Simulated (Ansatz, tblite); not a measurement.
Removing and adding an electron: the cluster Ga₄O₉H₆. Total charge 0; singlet. Geometry: r2SCAN-D4/def2-SVP. Ansatz, gas phase; energy differences of separate SCF runs; the oxidised species was run as a doublet alone; the reduced species was run as a doublet alone.

```xyz
19

Ga   -1.023    0.193   -1.329
Ga    0.545   -0.908    1.144
Ga   -2.124    0.035    1.659
Ga    2.156   -0.183   -0.780
O    -1.020   -1.677    1.858
O     0.159    1.793   -0.761
O     1.580    1.609   -1.054
O    -2.337    0.250   -0.085
O    -0.288    0.762    1.813
O     0.325   -0.927   -0.728
O     2.301   -0.711    1.025
O    -1.346    0.255   -3.071
O     3.409   -0.627   -1.961
H     0.119    1.824    0.222
H    -2.155    0.740   -3.280
H     0.082    1.117    2.636
H    -3.069    0.231    2.853
H     4.019   -1.282   -1.598
H    -1.333   -2.492    1.436
```

The xTB rows come from tblite. The structure holds one bond between oxygen atoms, so isomers without such links may lie far lower. The structure comes from a short search, and lower isomers may exist.

| level | −HOMO (eV) | vertical IE (eV) | −LUMO (eV) | vertical EA (eV) | HOMO–LUMO gap (eV) | IE − EA (eV) | remarks |
| --- | --- | --- | --- | --- | --- | --- | --- |
| GFN1-xTB | 11.43 | 13.96 | 6.19 | 3.98 | 5.24 | 9.98 | – |
| GFN2-xTB | 12.53 | 14.89 | 9.30 | 6.98 | 3.23 | 7.91 | – |
| PBE-D4/def2-SVP | 6.20 | – | 2.48 | 0.39 | 3.72 | – | HOMO above zero (-1 doublet) |
| PBE0-D4/def2-SVP | 7.96 | 9.74 | 1.62 | 0.17 | 6.34 | 9.57 | HOMO above zero (-1 doublet) |

Relaxing the oxidised species (r2SCAN-D4/def2-SVP) changes its energy by -1.70 eV at PBE0-D4/def2-SVP, so the adiabatic ionisation energy to this nearest minimum is 8.04 eV. On the way the bond Ga1–O6 breaks.  Run but left out: PBE-D4/def2-SVP (charge +1 doublet: an occupied level 0.02 eV above an empty one).   A HOMO above zero means that the electron is unbound at that level or that self-interaction error raises the level; the energy of removing that electron tells which. Raw xTB energy differences between charge states are shifted by several eV; the methods need an empirical correction for them. Sets without diffuse functions give affinities that are too small.
